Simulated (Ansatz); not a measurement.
Two isomers of CH8ClNSi2: A = `N[SiH2]C[SiH2]Cl`, B = `CN[SiH]([SiH3])Cl`.

Computed with Ansatz on PBE0-D4/def2-TZVP structures; ΔE is electronic, products minus reactants. CBS: MP2 limit from def2 TZ/QZ plus the TZ coupled-cluster correction, frozen cores. DFT in def2-TZVPP. B3LYP here is the variant with VWN-RPA as its local correlation; programs differ in this. Each species was taken in one conformer, which may not be the lowest.

Q: Which is lower in electronic energy at CCSD(T)/CBS, and by how much? (Estimate.)

A: Ansatz gave: A, by 78.6 kJ/mol.

Q: Give E(B) − E(A) in kJ/mol with PBE-D4, B3LYP-D4, B3LYP, B2PLYP, PBE0-D4, MP2/def2-TZVPP, CCSD(T)/def2-TZVPP. (An estimate is asked.)

A: Computed: PBE-D4 58.8, B3LYP-D4 67.3, B3LYP 68.3, B2PLYP 75.3, PBE0-D4 65.9, MP2/def2-TZVPP 86.9, CCSD(T)/def2-TZVPP 76.5. None reverses the order clearly.

Largest T1 diagnostic: 0.011.

From PBE to PBE0 (25 % exact exchange), in def2-TZVPP and without D4, E(B) − E(A) moves by +7.1 kJ/mol.
